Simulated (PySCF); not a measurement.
## Diatomics with 59 electrons

CCSD(T) in PySCF with def2-TZVPPD on every atom (core potentials on In, Sn, Sb), for the lowest determinant that a PBE0 search found; no spin–orbit coupling. All have 59 electrons, 11 of them in the valence shells, and the same state, a doublet (π ↑). For ions De leads to the atom and ion picked by measured ionisation energies and electron affinities.

```tsv
species	difference of nuclear charges	Re (Å)	ωe (cm⁻¹)	k (mdyn/Å)	De (eV)	dissociates to
InF⁻	40	2.079	418	1.68	2.26	In + F⁻
SnF	41	1.949	578	3.23	4.85	Sn + F
SbO	43	1.830	817	5.55	3.93	Sb + O
SbF⁺	42	1.851	720	5.02	4.18	Sb⁺ + F
```

**Question.** Which member of the whole set has the stiffest bond, and how does it compare with the softest?

**Answer.** SbO with k = 5.55 mdyn/Å, 3.3 times that of InF⁻.

Correlated steps freeze 5 core orbitals. Spin–orbit coupling is left out, which matters for elements this heavy, above all for dissociation energies. For an ion De counts to the pair picked by the measured ionisation energies or electron affinities, which need not be the lowest pair at this level. States were picked by a PBE0 search and need not be the measured ground states.
